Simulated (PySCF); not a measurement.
Structure problem from calculated spectra and properties.

Formula: C4H5NOSi.

* 13C NMR: chemical shifts (computed TMS as zero) by class: 238.1 (1 C), 152.6 (1 C), 128.2 (1 C), 122.4 (1 C) ppm [GIAO PBE0/pcSseg-1]
* Dipole: 2.84 D [PBE0/def2-SVPD]
* Triplet: lowest triplet excitation (Tamm–Dancoff): 2.49 eV [TDA PBE0/def2-SVPD]
* 1H NMR: chemical shifts (computed TMS as zero) by class: 12.09 (1 H), 6.99 (1 H), 6.61 (1 H), 6.51 (1 H), 4.88 (1 H) ppm [GIAO PBE0/pcSseg-1]
* Rotational structure: rotational constants A, B, C: 2.290, 1.825, 1.120 GHz [GFN2-xTB]
* UV, strongest line: among the 8 lowest singlet transitions: S5 at 6.03 eV (205 nm, f = 0.041) [TDDFT PBE0/def2-SVPD]
* NMR, other nuclei: isotropic shieldings of nuclei other than C and H, by class: -101 (1 N), -610 (1 O), 430 (1 Si) ppm [GIAO PBE0/pcSseg-1]

The electronic properties come from PySCF, for the isolated species, density fitting. Levels stand in brackets. The structure is a single GFN2-xTB conformer in the gas phase; no vibrational or solvent corrections. GFN2-xTB frequencies show an imaginary mode (21i cm⁻¹), so this geometry is no minimum at that level. NMR classes are plain means over equivalent atoms (diastereotopic ones count apart unless rotation or inversion swaps them), as if these changed places fast.

Question: Propose a structure and show how it fits.

Answer: Numbering: `[CH2:1]=[CH:2][Si@H:3]([C:4]#[N:5])[CH:6]=[O:7]`. Its formula, C4H5NOSi, gives 4 degrees of unsaturation: 0 rings and 4 π bonds in the structure found. 4 carbons fall into 4 classes; from least to most shielded: carbonyl carbon [C6] (238.1 ppm), terminal =CH2 carbon [C1] (152.6 ppm), alkene CH carbon [C2] (128.2 ppm), cyano carbon [C4] (122.4 ppm). Hydrogen classes from least to most shielded: 1 H on a carbonyl carbon, C6 (12.09 ppm), 1 H on a terminal =CH2 carbon, C1 (6.99 ppm), 1 H on a terminal =CH2 carbon, C1 (6.61 ppm), 1 H on an alkene CH carbon, C2 (6.51 ppm), 1 H on an SiH silicon, Si3 (4.88 ppm). The other shieldings belong to: -101 ppm, cyano nitrogen [N5]; -610 ppm, carbonyl oxygen [O7]; 430 ppm, SiH silicon [Si3]. The optimised geometry has point group C1 and is an asymmetric top. Structure: `[Si@H](C=C)(C=O)C#N`. Computed isomers that give other values at the same levels: `C=C(C#N)C(=O)[SiH3]` (13C chemical shifts (computed TMS as zero) by class: 225.8 (1 C), 147.2 (1 C), 127.5 (1 C), 123.9 (1 C) ppm). The assignments are read from this structure; whether some other isomer fits the data as well wasn't checked. The mirror image fits equally.

The values belong to the conformer `[CH2:1]=[CH:2][Si@H:3]([C:4]#[N:5])[CH:6]=[O:7]`: C1–C2–Si3–C4 -49°, C2–Si3–C6–O7 -14°.
